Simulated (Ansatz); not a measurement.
Program: Ansatz. Geometries: PBE0-D4/def2-TZVP. ΔE: electronic, gas phase. CBS: MP2 limit from def2 TZ/QZ plus the TZ coupled-cluster correction, frozen cores. This one scheme is used for every species. DFT in def2-TZVPP. B3LYP here is the variant with VWN-RPA as its local correlation; programs differ in this. Each species was taken in one conformer, which may not be the lowest.

`CC[SiH](F)F` + `CN[SiH2]O` → `CN([SiH2]O)[SiH](F)F` + `CC`  (ligand exchange at the Si–C bond)

CCSD(T)/CBS gives -0.86 eV.

Problem. Another level gave -0.84 eV. Which?
A. PBE/def2-TZVPP
B. B3LYP-D4/def2-TZVPP
C. PBE0-D4/def2-TZVPP
D. MP2/def2-TZVPP

Solution. B. B3LYP-D4 -0.84, PBE0-D4 -0.79, PBE -0.72, MP2/def2-TZVPP -0.89 eV.

Largest T1 diagnostic among the species: 0.012.

From PBE to PBE0 (25 % exact exchange), in def2-TZVPP and without D4, ΔE moves by −0.04 eV. The D4 term adds −0.06 eV with B3LYP and −0.04 eV with PBE0; it sums over pairs of atoms, weighted by their polarisabilities, and B3LYP, whose exchange is more repulsive, gets the larger term.

CCSD(T)/CBS has its own doubt, a few kJ/mol and more with outer-core shells, so smaller differences from it don't rank the levels.
